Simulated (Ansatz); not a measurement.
Input file for CH7ClGeSi (`C[SiH](Cl)[GeH3]`):

```yaml
crystal:
  periodic: [false, false, false]
  atoms:
    - {symbol: C, position_ang: [0.091737, 1.581460, 0.754239]}
    - {symbol: Si, position_ang: [0.416570, -0.250783, 0.678232]}
    - {symbol: Cl, position_ang: [2.460659, -0.566274, 0.589624]}
    - {symbol: Ge, position_ang: [-0.559402, -1.275051, -1.234340]}
    - {symbol: H, position_ang: [0.464091, 2.080306, -0.142682]}
    - {symbol: H, position_ang: [0.583576, 2.021035, 1.624768]}
    - {symbol: H, position_ang: [-0.982959, 1.767694, 0.832659]}
    - {symbol: H, position_ang: [-0.060673, -0.915295, 1.919351]}
    - {symbol: H, position_ang: [-2.089170, -1.097686, -1.214276]}
    - {symbol: H, position_ang: [-0.015867, -0.624534, -2.517422]}
    - {symbol: H, position_ang: [-0.243163, -2.777872, -1.269555]}
basis:
  gaussian: {orbitals: def2-SVP}
correlation: {method: ccsd_t}
```

```sh
$ ansatz run in.yaml --threads 4 --pin off --events-out ev --progress --plain --max-ram 10444MiB
```

The program prints (abridged):

```
Functional definition: HF
1148 factors; integrals over basis functions are off by at most 1.4e-3 eV
mean field evaluation 1: about -77966.1097 eV, gradient 2.4e1 eV
mean field evaluation 2: about -77966.1110 eV, gradient 2.4e1 eV
mean field evaluation 4: about -77968.0362 eV, gradient 2.5e0 eV
mean field evaluation 8: about -77968.0603 eV, gradient 6.9e-5 eV
mean field -77968.06033702 eV, -2865.2733687361 hartree, gradient 3.0e-6 eV, S^2 0.000000; 0 other end points of the search recorded, 0 dependent functions left out
20 core orbitals not correlated: weight in the atoms' cores, before any rotation towards them, 1.000 or more for the frozen orbitals, at most 0.000 for the correlated occupied ones
reference -77968.06033702 eV, -2865.2733687361 hartree; 18, 18 occupied and 79, 79 virtual orbitals, 1148 factors
second order -16.67276829 eV of doubles, -0.00000000 eV of singles
cycle   1  -17.49732014 eV  change   -8.2e-1 eV  update   9.4e-2
cycle   2  -18.04531881 eV  change   -5.5e-1 eV  update   2.8e-2
cycle   3  -18.10428890 eV  change   -5.9e-2 eV  update   1.1e-2
cycle   4  -18.10228692 eV  change    2.0e-3 eV  update   2.7e-3
cycle   5  -18.10177547 eV  change    5.1e-4 eV  update   7.3e-4
cycle   6  -18.10140603 eV  change    3.7e-4 eV  update   2.2e-4
cycle   7  -18.10137881 eV  change    2.7e-5 eV  update   6.1e-5
cycle   8  -18.10139182 eV  change   -1.3e-5 eV  update   1.9e-5
perturbative correction -0.47887256 eV, -0.0175982420 hartree
Total energy: -77986.64060141 eV, -2865.9561808581 hartree
```

Hardware: 4 threads of an Arm Neoverse V2 on a shared host. Wall time 5.5 s, peak host memory 0.56 GiB.

Correlation energy per correlated electron: -0.516 eV. T1 diagnostic: 0.0096.
